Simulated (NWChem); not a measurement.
System: SnNH$_{5}$O$_{3}$; SMILES [OH][Sn]([OH])([OH])[NH2]

NWChem input:

```
start job
memory heap 200 mb stack 900 mb global 1100 mb
geometry units angstroms noautoz
  N      0.944425     1.773353    -0.085576
  Sn    -0.019198     0.007593     0.026015
  O      0.622623    -1.215022     1.436085
  O     -1.909415     0.498380     0.297115
  O      0.213714    -1.095994    -1.596725
  H      0.362379     2.529011     0.273855
  H      1.816108     1.769792     0.441513
  H      0.902659    -2.051650     1.043134
  H     -2.475231    -0.276614     0.393099
  H      0.299613    -0.547757    -2.385940
end
basis spherical
  * library sto-3g
end
dft
  xc b3lyp
  iterations 150
  mulliken
end
task dft energy
```

Geometry: optimised at PBE0/def2-SVP (def2 core potentials past Kr). Not confirmed as a minimum by frequencies. B3LYP is NWChem's, with the RPA form of VWN correlation.

**Question.** Give the results of this calculation. (B3LYP/STO-3G, non-relativistic.) Quantities: basis functions; energy (Ha); highest occupied level (eV); orbital gap (eV); dipole (D).

**Answer.** The number of basis functions comes out as 52. The energy (Ha) is -6244.85. The highest occupied level (eV) comes out as -3.21, the orbital gap (eV) is 7.16 and the dipole (D) comes out as 0.28.
